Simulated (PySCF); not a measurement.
## Working out the ionisation energy of Ir

Ir [Xe] 4f14 5d7 6s2 (4F) → Ir⁺ [Xe] 4f14 5d7 6s1 (5F). All numbers are calculated (PySCF 2.14, scalar relativity by spin-free X2C-1e, in ANO-RCC-VTZP (8s7p5d3f1g, 84 functions)). Frozen: [Xe] 4f14. Energies in hartree (1 hartree = 27.21139 eV):

```
            part     Ir (lower)    Ir⁺ (upper)
             UHF  -17823.320764  -17823.062244
CCSD correlation      -0.230873      -0.174568
             (T)      -0.010098      -0.005417
```

Question: What does Hartree-Fock give?

Answer: (-17823.062244) − (-17823.320764) = 0.258520 hartree = 7.035 eV.

Question: What do CCSD and CCSD(T) give?

Answer: The CCSD correlation energies differ by 0.056305 hartree = 1.532 eV and the triples by 0.004681 hartree = 0.127 eV, so CCSD gives 8.567 eV and CCSD(T) 8.694 eV.

Measured between the centres of the two terms (NIST): 8.926 eV, so CCSD(T) (valence) is off by -0.232 eV.

What remains against the reference includes basis incompleteness, the frozen core and higher excitations.
